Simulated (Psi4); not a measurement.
Conformational energy of SMILES [SiH3]CCCl. Scanned: dihedral Si1–C2–C3–Cl4; all other coordinates were relaxed at GFN2-xTB. Points at φ and −φ are mirror images. Heavy atoms are numbered in the order of the SMILES [SiH3]CCCl, hydrogens after them in the order of the atoms that carry them; the mirror image has the same energies with the sign of each dihedral reversed.

Methods: PBE/def2-TZVP // GFN2-xTB (Psi4); PBE-D3(BJ)/def2-TZVP // GFN2-xTB (Psi4); MP2/cc-pVTZ = DF-MP2 (frozen core)/cc-pVTZ // GFN2-xTB run with Psi4.

Energies relative to the lowest point of each profile, in kJ/mol; the last columns give the difference from MP2:

| φ / ° | PBE/def2-TZVP | PBE-D3(BJ)/def2-TZVP | MP2/cc-pVTZ | PBE/def2-TZVP − MP2/cc-pVTZ | PBE-D3(BJ)/def2-TZVP − MP2/cc-pVTZ |
|---|---|---|---|---|---|
| -160 | 3.2 | 3.2 | 3.5 | -0.3 | -0.3 |
| -140 | 10.6 | 10.6 | 11.7 | -1.1 | -1.1 |
| -120 | 16.2 | 16.1 | 17.4 | -1.2 | -1.3 |
| -100 | 13.9 | 13.5 | 13.8 | 0.1 | -0.2 |
| -80 | 8.1 | 7.3 | 6.4 | 1.7 | 0.9 |
| -60 | 5.4 | 4.2 | 3.0 | 2.4 | 1.2 |
| -40 | 9.3 | 7.8 | 7.2 | 2.1 | 0.6 |
| -20 | 16.2 | 14.7 | 15.7 | 0.5 | -1.0 |
| 0 | 19.6 | 18.1 | 19.9 | -0.3 | -1.7 |
| 20 | 16.2 | 14.7 | 15.7 | 0.5 | -1.0 |
| 40 | 9.3 | 7.8 | 7.2 | 2.1 | 0.6 |
| 60 | 5.4 | 4.2 | 3.0 | 2.4 | 1.2 |
| 80 | 8.1 | 7.3 | 6.4 | 1.7 | 0.9 |
| 100 | 13.9 | 13.5 | 13.8 | 0.1 | -0.2 |
| 120 | 16.2 | 16.1 | 17.4 | -1.2 | -1.3 |
| 140 | 10.6 | 10.6 | 11.7 | -1.1 | -1.1 |
| 160 | 3.2 | 3.2 | 3.5 | -0.3 | -0.3 |
| 180 | 0.0 | 0.0 | 0.0 | 0.0 | 0.0 |

PBE/def2-TZVP is furthest from MP2/cc-pVTZ at -60 (2.4 kJ/mol, above); its mean absolute difference over the points is 1.1 kJ/mol.

PBE-D3(BJ)/def2-TZVP is furthest from MP2/cc-pVTZ at 0 (-1.7 kJ/mol, below); its mean absolute difference over the points is 0.8 kJ/mol.
